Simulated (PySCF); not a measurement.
B97-3 on Ca⁻ (calcium, charge -1), [Ar] 3d1 4s2, 2D determinant. Calculation: PySCF 2.14, in dyall-av2z (17s13p4d, 76 functions); no relativity, point nucleus.

```
cycle= 1 E= -677.43010805009  delta_E= -0.00723  |g|= 0.0301  |ddm|= 0.243
cycle= 2 E= -677.43051402468  delta_E= -0.000406  |g|= 0.0246  |ddm|= 0.179
cycle= 3 E= -677.430910154913  delta_E= -0.000396  |g|= 0.00155  |ddm|= 0.061
cycle= 4 E= -677.430916516383  delta_E= -6.36e-06  |g|= 0.000614  |ddm|= 0.00731
cycle= 5 E= -677.430918551099  delta_E= -2.03e-06  |g|= 0.000143  |ddm|= 0.00546
cycle= 6 E= -677.430918730475  delta_E= -1.79e-07  |g|= 2.77e-05  |ddm|= 0.00178
cycle= 7 E= -677.430918732895  delta_E= -2.42e-09  |g|= 7.34e-06  |ddm|= 0.000205
cycle= 8 E= -677.430918733068  delta_E= -1.73e-10  |g|= 1.12e-06  |ddm|= 6.16e-05
converged SCF energy = -677.430918733068  <S^2> = 0.75515018  2S+1 = 2.0051436
```

Highest occupied orbital energy: 2.684 eV; ⟨L²⟩ = 6.02; populations by l: s 8.00, p 12.00, d 1.00.

**Question.** Can this result be used?

**Answer.** With care. The run converged. The configuration of this anion was assumed by filling the next shell in order. It is not the known or likely ground configuration (Ca⁻, Sr⁻ and Ba⁻, for instance, bind a p electron), so these values are not the electron affinity of the element. At B97-3 the highest occupied level has a positive energy, so only the finite basis holds that electron.
